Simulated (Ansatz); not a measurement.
# A geometry optimisation of C4H3BBrCl with B3LYP-D3(BJ)/def2-SVP

The starting geometry of this gas-phase singlet was optimised with GFN2-xTB; its bonds are those of `ClB1C=CC(Br)=C1`.

```
atom    x (Å)    y (Å)    z (Å)
   C   1.0176  -1.6144   0.8432
   C   1.4143  -0.7686  -0.1110
   C   0.2605  -0.0021  -0.6377
   C  -0.9015  -0.3187  -0.0518
   B  -0.5482  -1.4274   1.0029
  Br   0.5278   1.2679  -1.9991
  Cl  -1.5896  -2.2251   2.0516
   H   1.6913  -2.2722   1.3640
   H   2.4089  -0.6138  -0.4935
   H  -1.8411   0.1373  -0.3083
```

**Question.** Predict what becomes of its bonds when it is optimised with B3LYP-D3(BJ)/def2-SVP.

**Answer.** It keeps its bonds, and is `ClB1C=CC(Br)=C1`.

The energy falls by 0.11 eV over 5 steps:

```json
{"step": "1", "E − E(last) (eV)": "0.113"}
{"step": "2", "E − E(last) (eV)": "0.027"}
{"step": "3", "E − E(last) (eV)": "0.001"}
{"step": "4", "E − E(last) (eV)": "0.000"}
{"step": "5", "E − E(last) (eV)": "0.000"}
```

Final geometry (Å):

```json
{"atom": "C", "x (Å)": "1.0349", "y (Å)": "-1.6264", "z (Å)": "0.8512"}
{"atom": "C", "x (Å)": "1.4290", "y (Å)": "-0.7731", "z (Å)": "-0.1106"}
{"atom": "C", "x (Å)": "0.2477", "y (Å)": "0.0084", "z (Å)": "-0.6455"}
{"atom": "C", "x (Å)": "-0.9254", "y (Å)": "-0.3049", "z (Å)": "-0.0615"}
{"atom": "B", "x (Å)": "-0.5277", "y (Å)": "-1.4079", "z (Å)": "0.9782"}
{"atom": "Br", "x (Å)": "0.5354", "y (Å)": "1.2773", "z (Å)": "-2.0091"}
{"atom": "Cl", "x (Å)": "-1.6070", "y (Å)": "-2.2426", "z (Å)": "2.0743"}
{"atom": "H", "x (Å)": "1.7029", "y (Å)": "-2.2995", "z (Å)": "1.3899"}
{"atom": "H", "x (Å)": "2.4368", "y (Å)": "-0.6124", "z (Å)": "-0.5012"}
{"atom": "H", "x (Å)": "-1.8866", "y (Å)": "0.1442", "z (Å)": "-0.3055"}
```

No frequencies were run, so the end isn't proven a minimum. Run with Ansatz 0.2.0, 33 s on 2 threads of Intel(R) Xeon(R) Platinum 8259CL CPU @ 2.50GHz (Skylake/Cascade Lake), with other jobs on the host.
